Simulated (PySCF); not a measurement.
NMR data sheet: C$_{6}$H$_{12}$Si

- Formula: C6H12Si
- SMILES: C/C=C\C=C/C[SiH3]
- Point group of the computed structure: C1
- Degrees of unsaturation: 2
- Carbon signals: 6
- Proton signals: 7

Atom-mapped SMILES (the numbers label the heavy atoms): `[CH3:1]/[CH:2]=[CH:3]\[CH:4]=[CH:5]/[CH2:6][SiH3:7]`. Each H is labelled by its parent atom.

- GFN2-xTB structure
- σ from GIAO-PBE0/pcSseg-1
- code: PySCF 2.14
- single conformer, equivalent nuclei averaged, no relativistic terms, isolated molecule

Scale: ¹H and ¹³C and ²⁹Si vs TMS (reference shieldings calculated alike).

| carbon | δC, type | δH (multiplicity) | HMBC from (2–3 bonds) | span of the C tensor (ppm) |
| --- | --- | --- | --- | --- |
| C1 | 16.6, CH3 | 1.94 (d) | H(C3), H(C2) | 32 |
| C2 | 134.5, CH | 5.80 (m) | H(C3), H(C4), H(C1) | 212 |
| C3 | 129.6, CH | 6.53 (m) | H(C4), H(C5), H(C2), H(C1) | 219 |
| C4 | 128.2, CH | 6.52 (m) | H(C3), H(C5), H(C2), H(C6) | 219 |
| C5 | 135.1, CH | 5.90 (m) | H(C3), H(C4), H(Si7), H(C6) | 212 |
| C6 | 13.3, CH2 | 1.98 (m) | H(C4), H(C5), H(Si7) | 34 |

Other nuclei:
```json
{"atoms": "H(Si7)", "nucleus": "¹H", "environment": "hydrogen on a silicon bonded to C", "δ (ppm)": "3.82", "σ (ppm)": "27.90"}
{"atoms": "Si7", "nucleus": "²⁹Si", "environment": "silicon bonded to C, 3 H", "δ (ppm)": "-74.7", "σ (ppm)": "423.9"}
```

1. Carbon types of the structure: 4 × CH, 1 × CH2, 1 × CH3, leaving 3 H on heteroatoms.
2. δC 135.1, 134.5, 129.6, 128.2: alkene CH; an sp2 carbon of a C=C bond.
3. δC 16.6: allylic methyl carbon; saturated and bonded to C and H only.
4. δH 6.53, 6.52, 5.90, 5.80: hydrogen on an alkene CH; a vinylic proton, deshielded by the sp2 carbon and the C=C anisotropy.
5. δH 1.98: hydrogen on an allylic sp3 CH2 bonded to Si; allylic position.
6. δH 1.94: hydrogen on an allylic methyl carbon; allylic position.

Shifts are as computed. Against solution values, carbons near 30 ppm lie about +3 ppm off and those near 130 ppm about +5 ppm. Of 1211 compounds with measured shifts, 218 miss one by over three times the rms of a fit or turn the order of signals round; such compounds aren't used in these exercises. Multiplicities follow the n + 1 count of equivalent neighbours, as no J values were calculated; m marks all less simple cases, F and P coupling included.
